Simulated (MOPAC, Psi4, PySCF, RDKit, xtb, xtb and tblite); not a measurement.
Two geometries of SMILES c1c2c(sc1-c1c(F)cccc1F)ccs2 (C12H6F2S2), relaxed at GFN2-xTB with one dihedral held; other torsions can differ between them too.

Structure A

```
22

F     -1.5156    -0.5925    -1.8796
C     -2.0449    -0.0882    -0.7506
C     -3.4007     0.1771    -0.7091
C     -3.9492     0.6999     0.4491
C     -3.1491     0.9506     1.5502
C     -1.7970     0.6737     1.4759
F     -1.0239     0.9187     2.5486
C     -1.2025     0.1392     0.3353
C      0.2380    -0.1206     0.2581
C      0.8660    -1.3269     0.3147
C      2.2593    -1.1869     0.1639
S      3.6025    -2.2723     0.1500
C      4.6884    -0.9471    -0.1051
C      4.0726     0.2599    -0.1769
C      2.6775     0.1245    -0.0219
S      1.3390     1.2143    -0.0082
H     -4.0043    -0.0217    -1.5799
H     -5.0050     0.9143     0.4933
H     -3.5549     1.3587     2.4618
H      0.3574    -2.2613     0.4652
H      5.7368    -1.1548    -0.1872
H      4.5809     1.1936    -0.3308
```

Structure B

```
22

F     -1.5474    -0.4819    -1.9386
C     -2.0415    -0.0360    -0.7667
C     -3.4014     0.1935    -0.7080
C     -3.9655     0.6741     0.4602
C     -3.1557     0.9220     1.5536
C     -1.7988     0.6841     1.4645
F     -1.0564     0.9327     2.5610
C     -1.1730     0.1917     0.3107
C      0.2518    -0.0610     0.2357
C      0.9156    -0.8624    -0.6605
C      2.2990    -0.8546    -0.4397
S      3.6577    -1.6210    -1.1865
C      4.7260    -0.8419    -0.0680
C      4.0953    -0.0419     0.8296
C      2.7018    -0.0466     0.6193
S      1.3510     0.7048     1.3741
H     -3.9989    -0.0043    -1.5835
H     -5.0263     0.8563     0.5165
H     -3.5571     1.2975     2.4811
H      0.4420    -1.4405    -1.4302
H      5.7779    -1.0320    -0.1503
H      4.5936     0.5197     1.5978
```

### Question
Which is lower in energy at the level PBE0-D3(BJ)/def2-SVP // GFN2-xTB (Psi4), and by how much?

### Answer
B is lower, by 2.21 kcal/mol (dihedral C2–C8–C9–S16: 100° in A, 160° in B).

E(B) − E(A) in kcal/mol at the other levels, on the same two geometries: GFN2-xTB (xtb and tblite) -2.40; MMFF94 // GFN2-xTB (RDKit) 2.66; PBE0/def2-SVP // GFN2-xTB (Psi4) -2.16; PBE/def2-SVP // GFN2-xTB (Psi4) -2.98; PBE-D3(BJ)/def2-SVP // GFN2-xTB (Psi4) -3.10; UFF // GFN2-xTB (RDKit) 0.64; AM1, restricted, heats of formation // GFN2-xTB (MOPAC) 2.00; PM6, restricted, heats of formation // GFN2-xTB (MOPAC) 0.38; GFN1-xTB // GFN2-xTB (xtb) -3.65; restricted B3LYP/6-31G*, spherical d, density fitting // GFN2-xTB (PySCF) -2.60.
